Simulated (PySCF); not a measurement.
**Correlation energy of Ga (gallium, neutral)**

[Ar] 3d10 4s1 4p1 5s1, high-spin 4P determinant (an excited configuration). Computed with PySCF 2.14 in aug-cc-pVTZ-PP with one added diffuse shell each of s, d, f type with ECP10MDF (7s5p5d3f, 68 functions), with scalar relativity through the core potential. Frozen: 3s2 3p6 3d10; 3 electrons correlated.

```json
{"level": "CCSD", "correlation energy (mhartree)": "-9.72"}
{"level": "(T)", "correlation energy (mhartree)": "-0.10"}
{"level": "CCSD(T)", "correlation energy (mhartree)": "-9.82"}
```

Diagnostics: T1 = 0.019, D1 = 0.0459, largest double amplitude 0.037.

The outer electron is Rydberg-like, and this basis confines it to a smaller radius and binds it less than a complete one would.

Cost of the coupled-cluster step: of the order of 1.8 core-seconds, for 3 correlated electrons.
